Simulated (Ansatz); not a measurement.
Computed with Ansatz on PBE0-D4/def2-TZVP structures; ΔE is electronic, products minus reactants. CBS: MP2 limit from def2 TZ/QZ plus the TZ coupled-cluster correction, frozen cores. This one scheme is used for every species. For Ge outer-core shells are correlated without core-valence functions, which leaves a few kJ/mol of doubt a bond. Scalar relativity is left out up to krypton. One conformer a species, not always the lowest.

`N#[C][Ge]([Cl])([Cl])[Cl]` + `CCNC` → `CC[N](C)[Ge]([Cl])([Cl])[Cl]` + `C#N`  (ligand exchange at a Ge–C bond)

```csv
species,HF/def2-TZVPP energy (Eh)
`N#[C][Ge]([Cl])([Cl])[Cl]`,-3546.39017
`CCNC`,-173.34870
`CC[N](C)[Ge]([Cl])([Cl])[Cl]`,-3626.82969
`C#N`,-92.91256
```

(1) Work out ΔE.

Largest T1 diagnostic among the species: 0.014.

## Answers

(1) ΔE = (-3626.82969) + (-92.91256) − (-3546.39017) − (-173.34870) = -0.00338 Eh = -8.9 kJ/mol. CCSD(T)/CBS gives -33.3 kJ/mol.

The D4 term adds −17.0 kJ/mol with B3LYP and −10.1 kJ/mol with PBE0; it sums over pairs of atoms, weighted by their polarisabilities, and B3LYP, whose exchange is more repulsive, gets the larger term. In def2-TZVPP, CCSD(T) changes the Hartree–Fock value by −19.4 kJ/mol (the triples alone add −3.1 kJ/mol) and MP2 by −23.6 kJ/mol. Leaving LDA and LC-ωPBE aside and taking each functional with its dispersion term where it has one, the values, not all of them listed here, spread over 9.6 kJ/mol, from BLYP-D4 to B2PLYP. LDA lies −17.7 kJ/mol from PBE without D4.

B3LYP here is the variant with VWN-RPA as its local correlation; programs differ in this.
